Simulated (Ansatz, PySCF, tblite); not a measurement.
Dissociation curve of Au(Me)(CNMe), SMILES C[N+]#[C-]->[Au][CH3] (C3H6AuN). The C3–Au7 bond (C3 also carries N; Au7 carries C) is stretched with both fragments frozen at the PBE0/def2-SVP, def2 effective core potentials past Kr optimised geometry.

Computed with: RKS-B3LYP/LANL2DZ = PySCF 2.14.0 with restricted B3LYP/LANL2DZ, with its core potentials past Ne; GFN2-xTB, 300 K electronic temperature (tblite); RHF/LANL2DZ = PySCF with restricted Hartree-Fock/LANL2DZ, with its core potentials past Ne; UKS-PBE0 = Ansatz (a quantum-chemistry and plane-wave program) with unrestricted PBE0/def2-SVP, def2 effective core potentials past Kr.

Energies relative to the lowest point of each curve near equilibrium, in kcal/mol:

```tsv
R / Å	RKS-B3LYP/LANL2DZ	GFN2-xTB	RHF/LANL2DZ
1.65	43.8	15.6	55.2
1.89	3.3	0.0	7.6
1.92	1.8	0.0	5.4
1.99	0.0	0.8	2.0
2.07	0.0	2.4	0.2
2.12	0.7	3.6	0.0
2.24	3.6	6.6	1.0
2.43	9.4	10.6	4.6
2.63	15.0	13.7	8.7
2.89	20.8	16.3	13.3
3.23	25.9	18.2	17.4
4.20	32.4	19.8	22.6
```

Question: What does UKS-PBE0 give at the same points?

Answer: 1.65: 36.0; 1.89: 1.9; 1.92: 0.9; 1.99: 0.0; 2.07: 0.8; 2.12: 2.0; 2.24: 5.8; 2.43: 12.7; 2.63: 19.3; 2.89: 25.9; 3.23: 31.5; 4.20: 37.9 (kcal/mol).
